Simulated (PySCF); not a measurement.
## Functional dependence of a UV spectrum

CH₅GaO.
Structure used (PBE0-D3(BJ)/def2-SVP), in Å, numbered top down from 1:
```xyz
8
CH5GaO angstrom
C     -1.2126   -0.1326   -0.1665
O      0.0274   -0.7537   -0.0283
Ga     1.5933    0.0676    0.2054
H     -1.1792    0.9641   -0.0098
H     -1.9327   -0.5488    0.5609
H     -1.6292   -0.3088   -1.1754
H      2.7983   -0.9114    0.3184
H      1.5430    1.6326    0.2707
```

Linear-response calculations in the def2-SVPD basis (PySCF; singlets by full response, triplets Tamm–Dancoff, core orbitals frozen in the response; HF means time-dependent Hartree–Fock). 'Strongest' is the level of largest summed f among the singlets computed (10 roots, of which the last may lack a degenerate partner); it can jump between rows when another state enters that window. S1 is the lowest singlet of each run and needn't be the same state throughout; f(S1) is that of one state. Geometry: PBE0-D3(BJ)/def2-SVP, one conformer, isolated molecule. Relativistic effects, spin–orbit coupling among them, are left out although an element past zinc is present.

| functional | kind | S1 (eV) | f(S1) | strongest (eV) | T1 (eV) | HOMO (eV) | gap (eV) | ionisation energy, ΔSCF (eV) |
| --- | --- | --- | --- | --- | --- | --- | --- | --- |
| LDA | LDA | 4.54 | 0.001 | 4.92 | 4.10 | -6.63 | 4.35 | 10.07 |
| B3LYP | global hybrid, 20% exact exchange | 5.13 | 0.001 | 7.33 | 4.64 | -7.68 | 6.14 | 10.23 |
| PBE0 | global hybrid, 25% exact exchange | 5.32 | 0.002 | 7.60 | 4.82 | -7.90 | 6.64 | 10.15 |
| BHandHLYP | global hybrid, 50% exact exchange | 5.87 | 0.002 | 8.31 | 5.49 | -9.31 | 8.76 | 10.06 |
| CAM-B3LYP | range-separated hybrid | 5.50 | 0.002 | 7.92 | 5.11 | -9.34 | 8.96 | 10.28 |
| wB97X-D | range-separated hybrid | 5.54 | 0.002 | 8.02 | 5.25 | -9.81 | 10.22 | 10.23 |
| LC-wPBE | range-separated hybrid | 5.94 | 0.002 | 8.50 | 5.50 | -10.68 | 11.51 | 10.35 |
| HF | Hartree–Fock | 6.78 | 0.001 | 9.86 | 6.00 | -11.64 | 13.06 | not settled |

Problem. What does PBE (GGA) give?

Solution. S1 (eV) 4.64, f(S1) 0.001, strongest (eV) 4.98, T1 (eV) 4.13, HOMO (eV) -6.49, gap (eV) 4.44, ionisation energy, ΔSCF (eV) 9.94. S1 runs from 4.54 eV (LDA) to 6.78 eV (HF), a spread of 2.24 eV, while the orbital gap spreads over 8.7 eV. Along PBE (0%), B3LYP (20%), PBE0 (25%), BHandHLYP (50%), HF (100%) S1 rises with the share of exact exchange. −ε(HOMO) comes closest to its own ΔSCF ionisation energy with LC-wPBE (+0.33 eV) and misses most with PBE (-3.46 eV). 'Not settled' means that the ion's SCF failed to converge or may have ended in another state than the lowest.
